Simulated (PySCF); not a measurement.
Computed shifts of a molecule C3H8Si, PySCF with PBE0/pcSseg-1, GIAO, gas phase, atoms alike by connectivity averaged where their shifts nearly agree, in ppm (number of nuclei): ¹³C: 27.9 (1), 13.8 (2). ²⁹Si: -22.6 (1). ¹H: 5.15 (2), 2.70 (1), 2.58 (1), 1.71 (2), 1.35 (2). References: ¹³C against TMS (σ = 186.3 ppm); ²⁹Si against TMS (σ = 352.7 ppm); ¹H against TMS (σ = 31.56 ppm), references at their B3LYP-D3(BJ)/def2-TZVP geometries, non-relativistic. Geometry: B3LYP-D3(BJ)/def2-SVP. The values are those of a single conformer.

Question: Identify the compound among the candidates.
A) C/C=C\[SiH3]
B) C=CC[SiH3]
C) [SiH3]C1CC1
D) C1C[SiH2]C1

Answer: D, C1C[SiH2]C1
